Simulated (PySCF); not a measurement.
## He (helium, neutral) across methods

1s2, closed-shell 1S. Calculation: PySCF 2.14, in x2c-TZVPPall; the spin-free X2C one-electron Hamiltonian (Gaussian nucleus).

```
   method  E (hartree)  mean ε 1s (eV)  Σ⟨r²⟩ (bohr²)   ⟨S²⟩
CAM-B3LYP      -2.8993         -19.855          2.427  0.000
     PBE0      -2.8932         -18.136          2.400  0.000
      PBE      -2.8907         -15.634          2.426  0.000
    M06-L      -2.9117         -16.521          2.360  0.000
      UHF     -2.85999         -24.950          2.353  0.000
   r2SCAN      -2.9030         -16.457          2.388  0.000
BHandHLYP      -2.9039         -20.771          2.384  0.000
  r2SCAN0      -2.9017         -18.710          2.377  0.000
      LDA      -2.8327         -15.396          2.491  0.000
```
